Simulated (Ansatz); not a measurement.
Stepwise reaction of `F[Si]([SiH3])([SiH3])Cl` with hydrogen chloride, as a gas-phase model of exchange steps in deposition or etching. ΔE in kJ/mol; ΔG adds harmonic PBE0-D4 terms to CCSD(T)/CBS, at 1 bar.

Computed with Ansatz on PBE0-D4/def2-TZVP structures; ΔE is electronic, products minus reactants. CCSD(T)/CBS is the MP2 limit (def2-TZVPP, def2-QZVPP) plus CCSD(T) − MP2 in def2-TZVPP, frozen cores. This one scheme is used for every species. Functionals use def2-TZVPP. B3LYP here is the variant with VWN-RPA as its local correlation; programs differ in this.

```json
{"step": "1", "reaction": "`F[Si]([SiH3])([SiH3])Cl` + HCl → `F[Si]([SiH3])(Cl)Cl` + SiH₄", "PBE-D4": "-93.9", "B3LYP-D4": "-106.6", "ωB97M-V": "-114.5", "CCSD(T)/CBS": "-108.0", "ΔG(600 K)": "-96.6"}
```

Q: Give the row of step 2, `F[Si]([SiH3])(Cl)Cl` + HCl → `F[Si](Cl)(Cl)Cl` + SiH₄. (Estimate.)

A: The calculation gave: 
```json
{"step": "2", "reaction": "`F[Si]([SiH3])(Cl)Cl` + HCl → `F[Si](Cl)(Cl)Cl` + SiH₄", "PBE-D4": "-78.7", "B3LYP-D4": "-90.1", "ωB97M-V": "-99.2", "CCSD(T)/CBS": "-93.2", "ΔG(600 K)": "-77.1"}
```

Q: By hand: ΔE of the 2 steps together at CCSD(T)/CBS.

A: (-108.0) + (-93.2) = -201.2 kJ/mol, or -100.6 kJ/mol a step.

In ΔE each step is higher than the one before. All are downhill at CCSD(T)/CBS. ΔG lies between -96.6 and -77.1 kJ/mol a step. PBE-D4 differs from CCSD(T)/CBS by 14.1 to 14.5 kJ/mol a step. Isolated molecules leave out the surface, adducts and barriers. Largest T1 diagnostic: 0.013.
